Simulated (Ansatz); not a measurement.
**Nudged elastic band run: CH6Ge**

Input file:

```yaml
crystal:
  periodic: [false, false, false]
  atoms:
    - { symbol: Ge, position_ang: [0.398915, 0.015247, 0.037478] }
    - { symbol: C, position_ang: [0.936025, -0.017255, 1.948017] }
    - { symbol: H, position_ang: [0.045572, -0.137456, 2.594939] }
    - { symbol: H, position_ang: [1.628174, -0.860665, 2.136452] }
    - { symbol: H, position_ang: [1.446074, 0.927636, 2.218095] }
    - { symbol: H, position_ang: [1.650864, 0.16591, -0.873966] }
    - { symbol: H, position_ang: [-0.559192, 1.21012, -0.236869] }
    - { symbol: H, position_ang: [-0.333932, -1.303536, -0.342946] }
basis:
  gaussian: { orbitals: def2-SVP }
hamiltonian:
  xc: blyp
neb:
  order_check: false
  images: 5
  f_tol: 0.05
  max_iterations: 60
  final_atoms:
    - { symbol: Ge, position_ang: [0.13569844, 0.00742705, -1.02756902] }
    - { symbol: C, position_ang: [1.32289344, 0.01158043, 1.86528838] }
    - { symbol: H, position_ang: [0.25493791, -0.19646671, 2.05271759] }
    - { symbol: H, position_ang: [1.94677941, -0.80242477, 2.27845088] }
    - { symbol: H, position_ang: [1.60539421, 0.98557032, 2.30658775] }
    - { symbol: H, position_ang: [1.54454264, 0.06367803, 0.76593784] }
    - { symbol: H, position_ang: [-0.83407073, 1.11671774, -0.3561998] }
    - { symbol: H, position_ang: [-0.76367533, -1.18608108, -0.40401362] }
  initial_path:
    images:
      - { positions_ang: [[0.398915, 0.015247, 0.037478], [0.936025, -0.017255, 1.948017], [0.045572, -0.137456, 2.594939], [1.628174, -0.860665, 2.136452], [1.446074, 0.927636, 2.218095], [1.650864, 0.16591, -0.873966], [-0.559192, 1.21012, -0.236869], [-0.333932, -1.303536, -0.342946]] }
      - { positions_ang: [[0.26888589, 0.01365883, 0.02297507], [1.03408994, -0.01462847, 1.8904545], [0.1057297, -0.19762739, 2.44121499], [1.74933974, -0.81594969, 2.1399236], [1.4515461, 0.95403245, 2.19765155], [1.675845, 0.11101542, -0.47178927], [-0.60999845, 1.23421674, -0.33062375], [-0.46293793, -1.28471689, -0.40860669]] }
      - { positions_ang: [[0.13885678, 0.01207065, 0.00847214], [1.13215489, -0.01200194, 1.832892], [0.1658874, -0.25779878, 2.28749099], [1.87050549, -0.77123438, 2.1433952], [1.4570182, 0.9804289, 2.1772081], [1.700826, 0.05612084, -0.06961254], [-0.66080491, 1.25831347, -0.4243785], [-0.59194385, -1.26589778, -0.47426739]] }
      - { positions_ang: [[0.00882768, 0.01048248, -0.00603079], [1.23021983, -0.00937541, 1.7753295], [0.2260451, -0.31797017, 2.13376698], [1.99167123, -0.72651907, 2.14686679], [1.4624903, 1.00682536, 2.15676465], [1.72580701, 0.00122627, 0.3325642], [-0.71161136, 1.28241021, -0.51813325], [-0.72094978, -1.24707866, -0.53992808]] }
      - { positions_ang: [[0.05111793, 0.009464, -0.34654353], [1.26111103, -0.00239013, 1.80531579], [0.23567604, -0.27746902, 2.10675052], [1.97670729, -0.75182097, 2.19072816], [1.51012494, 0.99974034, 2.20670568], [1.66538555, 0.02204352, 0.47702208], [-0.75243115, 1.22717938, -0.46415543], [-0.73519163, -1.22674614, -0.49462326]] }
      - { positions_ang: [[0.09340819, 0.00844552, -0.68705628], [1.29200224, 0.00459515, 1.83530209], [0.24530697, -0.23696786, 2.07973405], [1.96174335, -0.77712287, 2.23458952], [1.55775958, 0.99265533, 2.25664672], [1.6049641, 0.04286077, 0.62147996], [-0.79325094, 1.17194856, -0.41017762], [-0.74943348, -1.20641361, -0.44931844]] }
      - { positions_ang: [[0.13569844, 0.00742705, -1.02756902], [1.32289344, 0.01158043, 1.86528838], [0.25493791, -0.19646671, 2.05271759], [1.94677941, -0.80242477, 2.27845088], [1.60539421, 0.98557032, 2.30658775], [1.54454264, 0.06367803, 0.76593784], [-0.83407073, 1.11671774, -0.3561998], [-0.76367533, -1.18608108, -0.40401362]] }
```

Command:

```bash
$ ansatz run input.yaml --threads 2 --pin off --max-ram 3072MiB --backend cpu --events-out ev --progress --plain --runs-dir out
```

Output, in part (warnings, iteration lines, the closing report on the highest movable image, with atoms numbered from 0):

```
NEB end point (image 0): max|allowed force component| = 1.080e-2 eV/Å (the criterion of neb.relax_end_points is 1.000e-2)
NEB end point (image 6): max|allowed force component| = 2.043e-2 eV/Å (the criterion of neb.relax_end_points is 1.000e-2)
NEB iter   1: max|band force component| = 3.531e0 eV/Å  barrier→ = 4.2818 eV  barrier← = 3.1773 eV  Δτ_max = 0.2000 Å  (179 SCF iters)
NEB iter   2: max|band force component| = 1.943e0 eV/Å  barrier→ = 2.7367 eV  barrier← = 1.6323 eV  Δτ_max = 0.2000 Å  (147 SCF iters)
NEB iter   3: max|band force component| = 2.020e0 eV/Å  barrier→ = 2.2679 eV  barrier← = 1.1634 eV  Δτ_max = 0.1002 Å  (141 SCF iters)
NEB iter   4: max|band force component| = 5.311e-1 eV/Å  barrier→ = 2.1586 eV  barrier← = 1.0542 eV  Δτ_max = 0.0752 Å  (134 SCF iters)
NEB iter   5: max|band force component| = 1.236e0 eV/Å  barrier→ = 2.2312 eV  barrier← = 1.1268 eV  CI = image 3  Δτ_max = 0.1724 Å  (135 SCF iters)
NEB iter   6: max|band force component| = 4.106e-1 eV/Å  barrier→ = 2.3799 eV  barrier← = 1.2755 eV  CI = image 3  Δτ_max = 0.0521 Å  (140 SCF iters)
NEB iter   7: max|band force component| = 1.819e-1 eV/Å  barrier→ = 2.3697 eV  barrier← = 1.2653 eV  CI = image 3  Δτ_max = 0.0288 Å  (135 SCF iters)
NEB iter   8: max|band force component| = 8.568e-2 eV/Å  barrier→ = 2.3655 eV  barrier← = 1.2611 eV  CI = image 3  Δτ_max = 0.0379 Å  (137 SCF iters)
NEB iter   9: max|band force component| = 4.665e-2 eV/Å  barrier→ = 2.3639 eV  barrier← = 1.2595 eV  CI = image 3  Δτ_max = 0.0000 Å  (268 SCF iters)
Total energy: -57642.99295319 eV, -2118.3409192060 hartree
Atom 0 at     0.268788     0.020005    -0.510935 Å, force     0.038541     0.004758     0.004832 eV/Å
Atom 1 at     1.060502    -0.002225     1.782294 Å, force    -0.019052    -0.030913    -0.046388 eV/Å
Atom 2 at     0.102938    -0.269781     2.255384 Å, force     0.011000     0.011115     0.022989 eV/Å
Atom 3 at     1.837020    -0.759233     1.985359 Å, force    -0.003261    -0.001280     0.021458 eV/Å
Atom 4 at     1.387694     1.017806     2.042268 Å, force     0.010333    -0.001542    -0.001946 eV/Å
Atom 5 at     1.679044     0.015270     0.168393 Å, force    -0.033813     0.021148    -0.005203 eV/Å
Atom 6 at    -0.584196     1.253005    -0.070114 Å, force    -0.004853    -0.009047    -0.002042 eV/Å
Atom 7 at    -0.539290    -1.274846    -0.171448 Å, force     0.001104     0.005762     0.006299 eV/Å
Dipole moment:     0.060733    -0.002604     0.174231 e Å
```

The run converged. A vibrational analysis at the climbing image gives one clearly imaginary mode, 1026i cm⁻¹: a first-order saddle point. The orbitals stay closed-shell, which can raise the energy where a bond breaks towards radicals; this wasn't checked here.

Final band (atoms are numbered from 1 in the order of the input):

| image | path coordinate (Å) | energy (kJ/mol) | Ge1–C2 (Å) | Ge1–H6 (Å) | C2–H6 (Å) |
| --- | --- | --- | --- | --- | --- |
| 0 | 0.00 | 0.0 | 1.98 | 1.56 | 2.92 |
| 1 | 0.51 | 20.2 | 1.96 | 1.54 | 2.57 |
| 2 | 1.03 | 133.8 | 2.09 | 1.50 | 2.11 |
| 3 | 1.54 | 228.1 | 2.43 | 1.57 | 1.73 |
| 4 | 1.98 | 161.1 | 2.57 | 1.75 | 1.29 |
| 5 | 2.43 | 110.4 | 2.89 | 2.06 | 1.13 |
| 6 | 2.87 | 106.6 | 3.13 | 2.28 | 1.12 |

Time of the run: 38 s on 2 threads of Arm Neoverse V2 (shared host), peak memory 0.14 GiB.
